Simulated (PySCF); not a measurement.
Magnetic shielding above rings: a mixed set.

NICS is the negative of the GIAO shielding at a point without a nucleus: at the ring centre (0) and 1 Å above and below it (1); zz is the component along the ring normal. Level: GIAO PBE0/pcSseg-1 (PySCF, non-relativistic, gas phase) on the GFN2-xTB geometries, one conformer each. Atom numbers follow the mapped SMILES.

**Question.** Order these rings by mean NICS(1)zz, lowest (most negative) first (ppm).
A. ring C3–C5–C6–C7–O8 in `[CH2:1]=[CH:2][C@:3]1([F:4])[CH2:5][CH2:6][CH2:7][O:8]1`
B. ring C3–C4–Si5 in `[CH3:1][O:2][C@@H:3]1[CH2:4][SiH2:5]1`
C. ring C6–O7–C8 in `[CH3:1][C@@H:2]1[CH2:3][C@H:4]([F:5])[C@@H:6]2[O:7][C@H:8]12`
D. ring C3–C4–P5–C6–C9–N10 in `[N:1]#[C:2][c:3]1[cH:4][p:5][c:6]([CH:7]=[O:8])[cH:9][n:10]1`
E. ring C3–C4–C5–C6–C7–C8 in `[N:1]#[C:2][CH:3]1[CH2:4][CH2:5][CH2:6][CH2:7][CH2:8]1`
F. ring C5–C6–C7–C8 in `[N:1]#[C:2][CH2:3][CH2:4][CH:5]1[CH2:6][CH2:7][CH2:8]1`
G. ring C5–C6–C7–C8–S9 in `[CH3:1][CH2:2][P@@H:3](=[O:4])[c:5]1[cH:6][cH:7][cH:8][s:9]1`

**Answer.** G (-27.0), C (-25.5), D (-24.2), B (-15.7), A (-5.3), E (2.3), F (4.8).

| SMILES | ring | NICS(0) | NICS(1) | NICS(1)zz | HOMA | rms pucker (Å) | ring atoms with four or more neighbours |
| --- | --- | --- | --- | --- | --- | --- | --- |
| CC[P@@H](=O)c1cccs1 | 5-membered ring with S; formal bonds all aromatic | -12.2 | -11.5 | -27.0 | 0.82 | 0.00 | 0 |
| C[C@@H]1C[C@H](F)[C@@H]2O[C@@H]21 | 3-membered ring with O; formal bonds all single | -47.7 | -7.2 | -25.5 | – | 0.00 | 2 |
| N#Cc1cpc(C=O)cn1 | 6-membered ring with N and P; formal bonds all aromatic | -6.0 | -10.3 | -24.2 | 0.90 | 0.00 | 0 |
| CO[C@@H]1C[SiH2]1 | 3-membered ring with Si; formal bonds all single | -25.0 | -8.1 | -15.7 | – | 0.00 | 3 |
| C=C[C@]1(F)CCCO1 | 5-membered ring with O; formal bonds all single | -6.7 | -3.4 | -5.3 | – | 0.15 | 4 |
| N#CC1CCCCC1 | 6-membered carbocycle; formal bonds all single | -2.4 | -2.4 | 2.3 | – | 0.24 | 6 |
| N#CCCC1CCC1 | 4-membered carbocycle; formal bonds all single | 0.6 | -0.1 | 4.8 | – | 0.07 | 4 |

NICS(0) gives another order. The isotropic NICS(1) gives another order. HOMA uses Krygowski's 1993 parameters; it is left out where a ring has a four-coordinate atom, a triple bond, no multiple bond or a kind of bond without parameters. NICS(1) and NICS(1)zz are means over the two faces.
